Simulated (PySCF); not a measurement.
Ions at one geometry of [PbOCl]+

PySCF 2.14.0, RKS PBE0, Pb def2-SVP with ECP60, O def2-SVP, Cl def2-SVP; non-relativistic Hamiltonian with scalar-relativistic core potentials where named; density fitting; no spin-orbit coupling; singlets restricted, open shells unrestricted. The geometry is relaxed for charge +1, singlet, vacuum:

```xyz
3

Pb    0.1197    0.0000    0.3540
O     2.0110    0.0000    0.2032
Cl   -2.2137    0.0000    0.5537
```

Energies count from the relaxed state; an electron taken off or put on is at rest in vacuum. Charges and spins are Mulliken's.

| state | energy (eV) | spin squared | charge on Pb1 (e) | spin on Pb1 (e) | dipole about the centre of mass (D) |
| --- | --- | --- | --- | --- | --- |
| charge +1, singlet, vacuum | 0.00 | 0.00 | 1.25 | 0.00 | 2.43 |
| charge 0, doublet, vacuum | -8.70 | 0.76 | 0.77 | 0.13 | 1.22 |

Problem. What does the state charge +2, doublet, vacuum give?

Solution. energy (eV) 16.86, spin squared 0.79, charge on Pb1 (e) 1.62, spin on Pb1 (e) -0.02, dipole about the centre of mass (D) 1.05.

With an electron taken off (doublet) the charges change, summed by element, by Pb +0.36 e, O +0.34 e, Cl +0.30 e. The vertical ionisation energy is 16.86 eV, against −ε(HOMO) = 15.12 eV of the relaxed state. The level lies 1.7 eV too high, as is usual for semilocal functionals and global hybrids, which keep a self-interaction error.

With an electron put on (doublet) the charges change, summed by element, by Pb -0.48 e, O -0.19 e, Cl -0.33 e. The vertical electron affinity is 8.70 eV, against −ε(LUMO) = 10.93 eV of the relaxed state.

Open shells may have lower solutions than those found.
